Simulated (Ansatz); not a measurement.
BI3. Total charge 0; triplet. Geometry PBE-D4/def2-SVP, that of the neutral singlet; atoms count from 1.

| atom | x (Å) | y (Å) | z (Å) |
| --- | --- | --- | --- |
| B1 | 0.000 | 0.000 | 0.000 |
| I2 | -1.576 | -1.329 | 0.547 |
| I3 | 1.481 | 0.546 | 1.434 |
| I4 | 0.095 | 0.783 | -1.982 |

In the def2 sets I takes a core potential; there is no spin–orbit coupling. At PBE0-D4/def2-TZVP a singlet of charge 0 lies 3.28 eV below the triplet at the same geometry.

Estimate the Mulliken populations from the PBE0/def2-TZVP orbitals of Ansatz.


| atom | charge (e) | spin (α − β) |
| --- | --- | --- |
| B1 | -0.34 | 0.86 |
| I2 | 0.11 | 0.38 |
| I3 | 0.11 | 0.38 |
| I4 | 0.11 | 0.38 |
Mulliken values and Mayer orders depend strongly on the basis.

Where does the spin sit?

Summed by element: B 0.86, I 1.14, of 2 unpaired in all. Largest on single atoms: B1 0.86, I4 0.38, I3 0.38.

And the Mayer bond orders between bonded heavy atoms (over 0.3)?

B1–I2 1.08 (2.13 Å); B1–I3 1.08 (2.13 Å); B1–I4 1.08 (2.13 Å).
